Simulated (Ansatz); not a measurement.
A series at Sn: from `[SH][SnH3]`, ligands are replaced one by one, each step taking up H₂S and setting free H₂; n counts the steps. Ansatz, PBE0-D4/def2-TZVP geometries. Each molecule was computed in one conformer, which needn't be the lowest.

CBS adds triple-zeta CCSD(T) − MP2 to the MP2 limit, frozen cores; atoms without spin–orbit coupling. Elements past krypton have def2 core potentials. Outer-core shells of Sn are correlated without core-valence functions. Spin–orbit coupling is left out.

| n | molecule | atomization energy, CCSD(T)/CBS (kJ/mol) |
| --- | --- | --- |
| 0 | `[SH][SnH3]` | 1457.5 |
| 1 | `[SH][SnH2][SH]` | 1815.1 |
| 2 | `[SH][SnH]([SH])[SH]` | 2175.8 |
| 3 | `[SH][Sn]([SH])([SH])[SH]` | ? |

By hand: fit a straight line y = ȳ + b (n − n̄) to the 3 given rows and predict n = 3.

n̄ = 1.000, ȳ = 1816.13; Σ(n − n̄)(y − ȳ) = 718.30, Σ(n − n̄)² = 2.000, so b = 359.15 kJ/mol a step. Prediction: 1816.13 + (359.15) × (2.000) = 2534.4 kJ/mol.

By hand: compare with the computed value, 2536.1 kJ/mol, and give the steps along the whole series.

The line misses by 1.7 kJ/mol (computed minus predicted). Steps: 357.6, 360.7, 360.3 kJ/mol.

The steps differ by at most 3.1 kJ/mol, 0.9 % of a mean step, so the ligands' effects nearly add and a line is close. The miss is 0.2 % of the series' range. The energies themselves are unsure by some kJ/mol a bond, though much of that is common to the series.
